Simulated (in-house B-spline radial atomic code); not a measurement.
# How G0W0 and RPA depend on the start: the scandium ion Sc³⁺

Configuration [Ne] 3s2 3p6. Computed with a B-spline radial code for spherical atoms: all electrons, non-relativistic, point nucleus, each spin shell either full or empty, empty states to l = 9 with an (l + 1/2)⁻⁴ tail; G0W0 by contour deformation at full frequency.

```json
{"start": "Hartree-Fock", "mean-field 3p (eV)": "-73.60", "G0W0 (eV)": "-74.08", "QP weight": "0.965", "RPA correlation (Eh)": "-1.0417"}
{"start": "LDA VWN5", "mean-field 3p (eV)": "-64.62", "G0W0 (eV)": "?", "QP weight": "?", "RPA correlation (Eh)": "?"}
{"start": "PBE", "mean-field 3p (eV)": "-64.57", "G0W0 (eV)": "?", "QP weight": "?", "RPA correlation (Eh)": "?"}
{"start": "PBE0", "mean-field 3p (eV)": "-67.16", "G0W0 (eV)": "-73.65", "QP weight": "0.946", "RPA correlation (Eh)": "-1.1404"}
{"start": "r2SCAN", "mean-field 3p (eV)": "-65.38", "G0W0 (eV)": "-73.59", "QP weight": "0.941", "RPA correlation (Eh)": "-1.1582"}
{"start": "HSE06", "mean-field 3p (eV)": "-66.73", "G0W0 (eV)": "-73.63", "QP weight": "0.944", "RPA correlation (Eh)": "-1.1451"}
{"start": "B3LYP (VWN-RPA)", "mean-field 3p (eV)": "-66.67", "G0W0 (eV)": "-73.62", "QP weight": "0.943", "RPA correlation (Eh)": "-1.149"}
{"start": "SCAN", "mean-field 3p (eV)": "-65.41", "G0W0 (eV)": "-73.56", "QP weight": "0.941", "RPA correlation (Eh)": "-1.1573"}
{"start": "TPSS", "mean-field 3p (eV)": "-64.84", "G0W0 (eV)": "-73.48", "QP weight": "0.936", "RPA correlation (Eh)": "-1.1726"}
{"start": "BHandHLYP", "mean-field 3p (eV)": "-69.57", "G0W0 (eV)": "-73.82", "QP weight": "0.954", "RPA correlation (Eh)": "-1.1045"}
{"start": "CAM-B3LYP", "mean-field 3p (eV)": "-68.63", "G0W0 (eV)": "-73.76", "QP weight": "0.950", "RPA correlation (Eh)": "-1.1274"}
{"start": "LC-wPBE", "mean-field 3p (eV)": "-70.02", "G0W0 (eV)": "-73.80", "QP weight": "0.954", "RPA correlation (Eh)": "-1.1209"}
{"start": "wB97X", "mean-field 3p (eV)": "-69.66", "G0W0 (eV)": "-73.72", "QP weight": "0.955", "RPA correlation (Eh)": "-1.1168"}
{"start": "PBEsol", "mean-field 3p (eV)": "-64.48", "G0W0 (eV)": "-73.49", "QP weight": "0.934", "RPA correlation (Eh)": "-1.1822"}
{"start": "BLYP", "mean-field 3p (eV)": "-64.42", "G0W0 (eV)": "-73.44", "QP weight": "0.933", "RPA correlation (Eh)": "-1.1825"}
{"start": "r2SCAN0", "mean-field 3p (eV)": "-67.69", "G0W0 (eV)": "-73.73", "QP weight": "0.949", "RPA correlation (Eh)": "-1.1257"}
{"start": "LDA exchange-only", "mean-field 3p (eV)": "-62.86", "G0W0 (eV)": "-73.57", "QP weight": "0.931", "RPA correlation (Eh)": "-1.1831"}
```

(1) What G0W0 level, weight and RPA correlation energy follow from the PBE start?

(2) What G0W0 level, weight and RPA correlation energy follow from the LDA VWN5 start?

(3) How much of the dependence on the start does G0W0 remove?

## Answers

(1) G0W0 level -73.45 eV, weight 0.934, RPA correlation -1.1816 hartree.

(2) G0W0 level -73.52 eV, weight 0.934, RPA correlation -1.1839 hartree.

(3) The mean-field levels span 10.7 eV and the G0W0 levels 0.637 eV. Against 73.489 eV (NIST, measured) the G0W0 removal energies are off by -0.05 to +0.59 eV, with relativity, Breit and QED terms left out.
